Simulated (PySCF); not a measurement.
## XPS shifts beside NMR shieldings

Compound: C₇H₇FO.
Numbering: `[OH:1][CH2:2][c:3]1[cH:4][cH:5][cH:6][cH:7][c:8]1[F:9]`

Binding energies: delta-SCF UKS SCAN, pcX-2 on the ionised atom, pcseg-1 elsewhere, spin-free X2C (PySCF). Shieldings: GIAO PBE0/pcSseg-1, non-relativistic, same geometry.

```tsv
atom	isotropic shielding (ppm)
C2	123.6
C3	48.9
C4	52.8
C5	55.3
C6	50.7
C7	64.6
C8	18.2
```

Problem. What are the C 1s binding energies of these atoms?

Solution. 
| atom | environment | C 1s (eV) | isotropic shielding (ppm) |
| --- | --- | --- | --- |
| C5 | aromatic CH carbon | 290.35 | 55.3 |
| C4 | aromatic CH carbon | 290.39 | 52.8 |
| C6 | aromatic CH carbon | 290.47 | 50.7 |
| C7 | aromatic CH carbon | 290.52 | 64.6 |
| C3 | substituted aromatic carbon | 290.56 | 48.9 |
| C2 | carbinol carbon (C–OH) | 292.41 | 123.6 |
| C8 | aromatic C–F carbon | 292.58 | 18.2 |

Problem. Among the listed atoms, is the one with the highest binding energy also the least shielded?

Solution. Yes: C8 has both (292.58 eV, 18.2 ppm).

Over these 7 sites the two quantities correlate at r = 0.20. By binding energy: C5 ≈ C4 < C6 ≈ C7 ≈ C3 < C2 < C8. By shielding: C8 < C3 < C6 < C4 < C5 < C7 < C2.

The structure is a single PBE0-D3(BJ)/def2-SVP conformer in the gas phase; no vibrational or solvent corrections.

Conformer computed: `[OH:1][CH2:2][c:3]1[cH:4][cH:5][cH:6][cH:7][c:8]1[F:9]`: O1–C2–C3–C4 19°, H–O1–C2–C3 64°.
